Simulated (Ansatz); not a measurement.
Conformers of CH6F2O2Si2 (`O[SiH2]C[Si](O)(F)F`), each relaxed with PBE0-D4/def2-TZVP in Ansatz. CBS adds the triple-zeta coupled-cluster correction to the MP2 limit.

Not all of them had a frequency check.

Conformer A:

```xyz
13

O    -0.502   -0.999   -1.935
Si   -0.438    0.588   -1.522
C    -0.688    0.789    0.332
Si    0.524   -0.118    1.353
O     0.807   -1.569    0.658
F     1.889    0.680    1.481
F     0.044   -0.349    2.849
H    -0.010   -1.584   -1.349
H     0.865    1.213   -1.880
H    -1.528    1.265   -2.263
H    -0.642    1.852    0.592
H    -1.694    0.433    0.581
H     1.374   -2.201    1.102
```

Conformer B:

Cartesian coordinates in Å:
```
O 2.319 -0.737 0.316
Si 1.617 0.747 0.247
C -0.217 0.642 0.641
Si -1.185 -0.408 -0.498
O -2.572 -0.896 0.179
F -0.320 -1.685 -0.924
F -1.477 0.336 -1.869
H 1.920 -1.427 -0.219
H 2.311 1.571 1.264
H 1.769 1.374 -1.095
H -0.643 1.652 0.631
H -0.329 0.250 1.657
H -3.193 -1.419 -0.330
```

Question: Which is lowest in electronic energy at CCSD(T)/CBS (frozen core, def2 sets), and by how much? (Estimate.)

Answer: The calculation gave: A; B lies 5.1 kJ/mol higher.

Question: Give the energies relative to A (kJ/mol) with PBE-D4/def2-TZVPP, PBE0-D4/def2-TZVPP, r2SCAN/def2-TZVPP, CCSD/def2-TZVPP, CCSD(T)/def2-TZVPP, HF/def2-QZVPP, HF/CBS(def2). (Estimate.)

Answer: Ansatz gave: 
| level | B |
| --- | --- |
| PBE-D4/def2-TZVPP | 5.4 |
| PBE0-D4/def2-TZVPP | 5.2 |
| r2SCAN/def2-TZVPP | 4.8 |
| CCSD/def2-TZVPP | 4.8 |
| CCSD(T)/def2-TZVPP | 5.3 |
| HF/def2-QZVPP | 2.3 |
| HF/CBS(def2) | 2.3 |
